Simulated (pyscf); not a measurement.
**`[NH2][Ga][Cl]`, doublet**

Gas-phase minimum from PySCF at ωB97X-D3(BJ)/def2-SVP, one conformer. Other isomers of [H₂N–Ga–Cl]• were not searched in full and may lie lower. 

```xyz
5

N     -1.3121     0.2876    -0.1174
Ga    -1.5657    -1.0427     1.0931
Cl    -0.5058    -2.8896     0.6600
H     -1.7287     1.2090    -0.0578
H     -0.7097     0.1785    -0.9276
```
Charge 0, spin multiplicity 2.

Bonded distances (Å): N1–Ga2 1.816, N1–H4 1.013, N1–H5 1.015, Ga2–Cl3 2.173. Bond angles (°): Ga2–N1–H4 124.7, Ga2–N1–H5 122.4, H4–N1–H5 112.9, N1–Ga2–Cl3 114.9.

Properties at ωB97X-D3(BJ)/def2-SVP:

* **Harmonic wavenumbers, unscaled**: 115, 150, 352, 405, 690, 711, 1501, 3613, 3732 cm⁻¹
* **Zero-point energy**: 16.1 kcal/mol
* **Rotational symmetry number**: 1
* **Entropy of this conformer at 298 K and 1 atm, rigid rotor and harmonic oscillator, modes under 100 cm⁻¹ raised to 100**: 315.7 J/(mol K)
* **Dipole moment**: 2.72 D
* **Spin expectation value S2**: 0.753

Single-point totals, which compare only within one level (frozen core for MP2 and CC):

| level | total energy (hartree) |
|---|---|
| ωB97X-D3(BJ)/def2-TZVP | -2441.07217 |
| PBE/def2-TZVP | -2440.54442 |
| r²SCAN/def2-TZVP | -2441.02114 |
| B3LYP-D3(BJ)/def2-TZVP | -2441.16308 |
| PBE0-D3(BJ)/def2-TZVP | -2440.62544 |
| M06-2X/def2-TZVP | -2441.05219 |
| ωB97M-D3(BJ)/def2-TZVP | -2441.18145 |
| UHF/def2-TZVPP | -2438.46034 |
| MP2/def2-TZVPP | -2439.06442 |
| CCSD/def2-TZVPP | -2439.08191 |
| CCSD(T)/def2-TZVPP | -2439.10826 |

Soft torsions are taken as harmonic, which can shift the entropy by several J/(mol K). The CCSD(T) − MP2 part came from Ansatz, without density fitting, on the same reference. The frozen core leaves the outer d or s,p core shells of the metals and heavy elements correlated in the MP2 and CC values, and def2-TZVPP describes them poorly, so these totals are far from the basis limit. Elements up to Kr have no core potential and no relativistic terms here.
